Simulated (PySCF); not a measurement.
Species: C6H10NP.
Numbering: `[CH3:1][CH2:2][c:3]1[p:4][cH:5][cH:6][n:7]1[CH3:8]`

Structure used (GFN2-xTB), in Å, numbered top down from 1:
```xyz
18
C6H10NP angstrom
C      2.228   -0.200    0.712
C      1.490    0.045   -0.607
C      0.103   -0.512   -0.568
P     -0.337   -2.118   -1.027
C     -1.988   -1.757   -0.548
C     -2.110   -0.484   -0.083
N     -0.944    0.210   -0.088
C     -0.857    1.584    0.333
H      3.243    0.184    0.656
H      1.721    0.284    1.544
H      2.267   -1.268    0.914
H      2.036   -0.457   -1.408
H      1.474    1.115   -0.830
H     -2.802   -2.454   -0.613
H     -3.008   -0.005    0.267
H     -0.118    1.702    1.127
H     -0.578    2.230   -0.503
H     -1.827    1.905    0.709
```

NICS is the negative of the GIAO shielding at a point without a nucleus: at the ring centre (0) and 1 Å above and below it (1); zz is the component along the ring normal. Level: GIAO PBE0/pcSseg-1 (PySCF, non-relativistic, gas phase) on the GFN2-xTB geometry, one conformer.

Ring bond lengths (Å), with Mayer bond orders in brackets: C3–P4 1.728 (1.42), P4–C5 1.756 (1.23), C5–C6 1.360 (1.54), C6–N7 1.357 (1.13), N7–C3 1.359 (1.16).

What do the NICS probes read (ppm)?

```json
{"ring": "C3–P4–C5–C6–N7", "type": "5-membered ring with N and P; formal bonds all aromatic", "NICS(0)": "-12.2", "NICS(1), two faces": "-10.9 / -10.9", "NICS(1)zz, two faces": "-26.4 / -27.0", "rms pucker (Å)": "0.00", "centre to ring atoms, mean (Å)": "1.28"}
```

What do they say, and how far can they be read as aromaticity?

- C3–P4–C5–C6–N7: mean NICS(1)zz -26.7 ppm, shielded.

What does the geometric index give? HOMA takes Krygowski's 1993 parameters.

- C3–P4–C5–C6–N7: HOMA 0.84; the largest term is that of P4–C5, α(R − Ropt)² = 0.40.

At the second NICS(1) probe listed for ring C3–P4–C5–C6–N7, 1 Å off the ring, how large is the induced field along the normal in 9.4 T applied along it?

NICSzz × B0 = -27.0 ppm × 9.4 T = -254 μT, against the applied field.

What are the shieldings of the ring atoms and their hydrogens in the same run (means over atoms taken as equivalent)?

```tsv
atoms	environment	σ isotropic (ppm)	principal values of the symmetric part, first atom (ppm)
C3	substituted aromatic carbon	7.4	-133.5, 26.9, 128.6
P4	phosphorus bonded to 2 C	198.3	56.9, 117.8, 420.3
C5	aromatic CH carbon	52.9	-60.4, 51.8, 167.3
C6	aromatic CH next to a ring nitrogen	52.2	-26.5, 73.5, 109.6
N7	pyrrole-type nitrogen	74.1	-28.5, 81.1, 169.8
H14	aromatic hydrogen	24.57	23.0, 23.9, 26.8
H15	aromatic hydrogen	24.56	20.4, 26.3, 27.0
```
